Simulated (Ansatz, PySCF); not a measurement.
Ge(Me)4 (C4H12Ge), SMILES [CH3][Ge]([CH3])([CH3])[CH3].

Geometry optimised at B3LYP-D3(BJ)/def2-SVP. The isomer is the one that the SMILES or the coordinates give; other isomers of the formula were not compared.

Vertical ionisation energy (IE) and electron affinity (EA) in eV. Rows of orbital energies are one-electron estimates. Where ΔSCF, EOM or ADC give a negative EA the extra electron is unbound and the value depends on the basis.

| level | IE | EA |
|---|---|---|
| −ε(HOMO), −ε(LUMO), PBE/def2-TZVP (PySCF) | 6.82 | -0.06 |
| ΔSCF, CAM-B3LYP/def2-SVPD (Ansatz), final states of multiplicity 2 and 2 | ? | ? |

### Question
What belongs in the gaps? (An estimate is asked for; the answer gives what the named calculation found.)

### Answer

- ΔSCF, CAM-B3LYP/def2-SVPD (Ansatz, a first-principles code), final states of multiplicity 2 and 2, IE: 10.14
- ΔSCF, CAM-B3LYP/def2-SVPD (Ansatz), final states of multiplicity 2 and 2, EA: -1.58

### Question
What vertical singlet–triplet gap does ΔSCF give with CAM-B3LYP/def2-SVPD (Ansatz)? (An estimate is asked for; the answer gives what the named calculation found.)

### Answer
7.63 eV (triplet above singlet where positive).
